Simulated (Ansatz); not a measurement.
Molecule: sum formula BNH (charge 0, doublet). It need not be the lowest isomer of its formula. SMILES: [N]=B
Coordinates optimised at B3LYP-D3(BJ)/def2-TZVP (Ansatz, a program for electronic structure):
```xyz
3

B      0.0000     0.0000    -0.6130
N      0.0000     0.0000     0.6925
H      0.0000     0.0000    -1.7820
```
Charge 0, spin multiplicity 2.

Parts of the frozen-core correlation energy in cc-pVDZ (Ansatz, hartree). Frozen orbitals: 2; correlated occupied orbitals by spin: 5 and 4; virtual: 26 and 27. UHF or UKS for open shells. Spin-orbit coupling is left out. No relativistic terms.

```csv
term,value
reference (HF),-79.64054
MP2 opposite-spin,-0.15270
MP2 same-spin,-0.04649
CCSD correlation,-0.22427
(T),-0.00740
CCSDT minus CCSD(T),-0.00105
CCSDT(Q) minus CCSD(T),-0.00176
T1 diagnostic,0.026
largest doubles amplitude,0.099
<S^2> of the reference,0.783
```
